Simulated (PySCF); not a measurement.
# Correlation energy of Ge⁺ (germanium, charge +1)

[Ar] 3d10 4s2 4p1, 2P determinant. Calculation: PySCF 2.14, in cc-pVTZ-PP with ECP10MDF (5s4p3d1f, 39 functions); scalar relativity through the core potential. Frozen: 3s2 3p6 3d10; 3 electrons correlated.

MP2 pair energies summed by pair of shells (mhartree):

```json
{"pair": "4s-4s", "energy": "-21.20", "share (%)": "56.5"}
{"pair": "4s-4p", "energy": "-16.34", "share (%)": "43.5"}
```

Total MP2 correlation energy: -37.54 mhartree.

Same-spin part -2.56 and opposite-spin part -34.98 mhartree; SCS-MP2 scales them by 1/3 and 6/5 to -42.83 mhartree.

```json
{"level": "CCSD", "correlation energy (mhartree)": "-51.25"}
{"level": "(T)", "correlation energy (mhartree)": "-0.78"}
{"level": "CCSD(T)", "correlation energy (mhartree)": "-52.03"}
```

Diagnostics: T1 = 0.010, D1 = 0.0239, largest double amplitude 0.093.

**Question.** Is a single reference adequate?

**Answer.** Mostly. T1 lies below 0.03, but a double amplitude of this size points to a near-degeneracy that CCSD handles and MP2 describes poorly.
